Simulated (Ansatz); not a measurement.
Basis-set extrapolation for CH8OSi2 (`C[SiH2]O[SiH3]`) (PBE0-D4/def2-TZVP geometry, frozen core, the Gaussian-basis code of Ansatz). Multiplicity 1, RHF reference.

|  | cc-pV(T+d)Z | cc-pV(Q+d)Z |
| --- | --- | --- |
| HF | -695.438412 | -695.455719 |
| MP2 correlation | -0.666786 | -0.715641 |
| CCSD(T) correlation | -0.743322 | -0.787897 |

Energies in hartree. Use E(X) = E(∞) + A·exp(−5.46·√X) for Hartree–Fock and E(X) = E(∞) + B·X^(−3.05) for correlation, with X = 3 and 4.

What is the CCSD(T) energy at the basis-set limit?

HF limit: -695.455719 + (-0.017307) × 0.30130 = -695.46093. Correlation limit: -0.787897 + (-0.044575) × 0.71189 = -0.81963. Total: -696.28056 hartree, 62.0 kcal/mol below CCSD(T)/cc-pV(T+d)Z.
